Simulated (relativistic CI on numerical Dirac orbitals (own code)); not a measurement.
## Line list: Forbidden lines, Hf XIV

Computed by Dirac-Coulomb-Breit CI, separate exchange-only KLI orbitals for each configuration, a model potential for QED, unscaled Slater integrals (own radial code, finite nucleus).

CI space (outside the closed core [Ar] 3d10 4p6 4d10): 4s²4f¹¹5s², 4s²4f¹³, 4s²4f¹²5s, 4s²4f¹⁰5s²5p, 4s²4f¹¹5s5p, 4s²4f¹²5p, 4s²4f¹⁰5s²5d, 4s²4f¹²5f, 4s4f¹³5s, 4s4f¹⁴, 4s4f¹³5p, 4f¹³5s², 4f¹⁴5s, 4f¹³5s5p. Double excitations out of closed p, d and f shells are left out; levels of such configurations are missing from the list, as are those of other unlisted configurations, and high levels can miss mixing partners.

```csv
λ vac (Å),Lower,Upper,Type,A (s⁻¹),gf,Branching (%)
1817.7,4s²4f¹¹5s² ⁴I°15/2 [1],4s²4f¹¹5s² ²K°13/2 [16],M1,4.78e+00,3.31e-08,8.2
2196.2,4s²4f¹¹5s² ⁴I°15/2 [1],4s²4f¹¹5s² ²K°15/2 [12],M1,9.72e+01,1.12e-06,83.4
2216.6,4s²4f¹¹5s² ⁴I°11/2 [3],4s²4f¹¹5s² ²H°9/2 [22],M1,2.46e+01,1.81e-07,12.9
2316.7,4s²4f¹¹5s² ⁴I°13/2 [2],4s²4f¹¹5s² ²K°13/2 [16],M1,2.58e+01,2.90e-07,44.0
2692.6,4s²4f¹¹5s² ⁴I°11/2 [3],4s²4f¹¹5s² ²K°13/2 [16],M1,1.70e+01,2.59e-07,29.1
2813.7,4s²4f¹¹5s² ⁴S°3/2 [6],4s²4f¹¹5s² ²D°5/2 [23],M1,1.63e+01,1.16e-07,42.0
2853.9,4s²4f¹¹5s² ⁴I°13/2 [2],4s²4f¹¹5s² ⁴G°11/2 [13],M1,4.30e+01,6.29e-07,62.9
2968.9,4s²4f¹¹5s² ⁴I°13/2 [2],4s²4f¹¹5s² ²K°15/2 [12],M1,1.93e+01,4.07e-07,16.5
3354.5,4s²4f¹¹5s² ²H°11/2 [7],4s²4f¹¹5s² ²H°9/2 [22],M1,2.75e+01,4.64e-07,14.4
3640.1,4s²4f¹¹5s² ⁴I°9/2 [4],4s²4f¹¹5s² ²G°7/2 [14],M1,1.15e+01,1.82e-07,49.4
4006.5,4s²4f¹¹5s² ⁴S°3/2 [6],4s²4f¹¹5s² ²P°1/2 [18],M1,6.39e+01,3.07e-07,99.6
4082.7,4s²4f¹¹5s² ⁴F°7/2 [8],4s²4f¹¹5s² ²D°5/2 [21],M1,1.30e+02,1.94e-06,89.8
4083.7,4s²4f¹¹5s² ⁴I°11/2 [3],4s²4f¹¹5s² ⁴F°9/2 [11],M1,4.86e+01,1.21e-06,42.5
4258.9,4s²4f¹¹5s² ⁴F°7/2 [8],4s²4f¹¹5s² ⁴G°7/2 [20],M1,1.42e+01,3.09e-07,19.3
4688.2,4s²4f¹¹5s² ⁴I°13/2 [2],4s²4f¹¹5s² ²H°11/2 [7],M1,1.15e+02,4.55e-06,89.0
4848.3,4s²4f¹¹5s² ⁴F°9/2 [11],4s²4f¹¹5s² ²H°9/2 [22],M1,6.97e+01,2.46e-06,36.4
6064.9,4s²4f¹¹5s² ²H°11/2 [7],4s²4f¹¹5s² ⁴G°9/2 [15],M1,8.50e+01,4.69e-06,83.9
6210.9,4s²4f¹¹5s² ⁴G°11/2 [13],4s²4f¹¹5s² ²H°9/2 [22],M1,5.33e+01,3.08e-06,27.8
6302.6,4s²4f¹¹5s² ⁴I°9/2 [4],4s²4f¹¹5s² ⁴F°7/2 [8],M1,2.61e+01,1.24e-06,59.0
6365.7,4s²4f¹¹5s² ⁴F°5/2 [9],4s²4f¹¹5s² ²P°3/2 [17],M1,4.69e+01,1.14e-06,38.4
6534.7,4s²4f¹¹5s² ⁴I°11/2 [3],4s²4f¹¹5s² ²H°11/2 [7],M1,1.29e+01,9.88e-07,10.0
6536.1,4s²4f¹¹5s² ⁴F°3/2 [10],4s²4f¹¹5s² ²P°3/2 [17],M1,5.42e+01,1.39e-06,44.4
6644.0,4s²4f¹¹5s² ⁴F°9/2 [5],4s²4f¹¹5s² ⁴F°9/2 [11],M1,6.08e+01,4.03e-06,53.3
7293.9,4s²4f¹¹5s² ²H°11/2 [7],4s²4f¹¹5s² ⁴G°11/2 [13],M1,1.69e+01,1.62e-06,24.7
8438.9,4s²4f¹¹5s² ⁴I°15/2 [1],4s²4f¹¹5s² ⁴I°13/2 [2],M1,6.01e+01,8.98e-06,100.0
9194.6,4s²4f¹¹5s² ⁴G°9/2 [15],4s²4f¹¹5s² ⁴G°7/2 [20],M1,3.35e+01,3.39e-06,45.6
10256.0,4s²4f¹¹5s² ⁴F°9/2 [5],4s²4f¹¹5s² ⁴F°7/2 [8],M1,1.82e+01,2.29e-06,41.0
10546.1,4s²4f¹¹5s² ²K°15/2 [12],4s²4f¹¹5s² ²K°13/2 [16],M1,1.05e+01,2.46e-06,18.0
10596.9,4s²4f¹¹5s² ⁴I°11/2 [3],4s²4f¹¹5s² ⁴F°9/2 [5],M1,1.23e+01,2.07e-06,64.1
16591.7,4s²4f¹¹5s² ⁴I°13/2 [2],4s²4f¹¹5s² ⁴I°11/2 [3],M1,9.53e+00,4.72e-06,100.0
```

Terms are leading LS components. Brackets give the number of a level in order of energy, since labels repeat. The list gives strong lines, with weight on those to low levels, among the lowest 200 of 2397 levels, so that lines to higher ones, which can be the strongest, are missing. Levels whose partners in the same complex of configurations lie outside the list can be far off, and so can their lines. Rates are taken at the computed energies, electric ones in the length gauge.

At this charge transitions that keep the count of f electrons are usually good to a few per cent. Terms inside the open d or f shell come out 10 to 20 % too wide with unscaled integrals. Levels and lines within the n = 5 or 6 shells can be off by up to 10 % or somewhat more, and those that change n by about 2 %, since core polarisation is missing. Levels that differ in their count of f electrons can be misplaced by several ten thousand cm⁻¹, since the correlation energy of f electrons is missing or only estimated; rates across such gaps can be off by orders of magnitude.

From the table, what is the radiative lifetime of 4s²4f¹¹5s² ²K°13/2?

The listed rates from this level add up to about 5.81e+01 s⁻¹, 99 % of its decay; with all channels τ = 1.71e-02 s.

LS names give the leading component of a level, which can be under half, so a name can repeat, a term be missing and a line seem to break the LS rules.
